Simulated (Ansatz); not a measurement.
Coupled-cluster diagnostics for the cluster Zr₃O₅, Ansatz.

Geometry of the singlet (PBE0-D4/def2-SVP):

```xyz
8

Zr   -1.911   -1.475   -1.335
Zr    0.000    0.306    0.108
Zr    2.072    2.119    1.462
O    -0.028   -1.481   -0.711
O     1.220    1.739   -0.296
O     3.359    0.963    1.625
O    -2.873   -2.525   -0.325
O    -1.839    0.354   -0.528
```

In the def2 sets Zr takes a core potential; there is no spin–orbit coupling. Correlated methods freeze 5 core orbitals; core or outer-core shells of Zr are correlated, in sets that lack core-valence functions. Another isomer (singlet) lies 0.95 eV lower at PBE0-D4/def2-TZVP; other spin states weren't run for this one.

(1) Estimate the CCSD(T) correlation energy, the shares of MP2 and (T), T1 and the reference's ⟨S²⟩ for: charge 0, singlet, own geometry in def2-SVP; and the rough time on 4 threads of Intel Xeon on a shared host.

## Answers

(1) 
```
                          state     basis  correlation (eV)  MP2 share (%)  (T) share (%)     T1  ⟨S²⟩ (pure)  wall time                  remarks
charge 0, singlet, own geometry  def2-SVP           -47.842           98.8            5.0  0.030  0.00 (0.00)    3.7 min  restricted SCF unstable
```
Customary marks for T1 are 0.02 (closed shells), 0.045 (open shells) and about 0.05 (3d metals). T1 exceeds 0.02 in 1 of 1 rows and 0.045 in 0; the higher it lies, the less the single-reference result can be trusted.
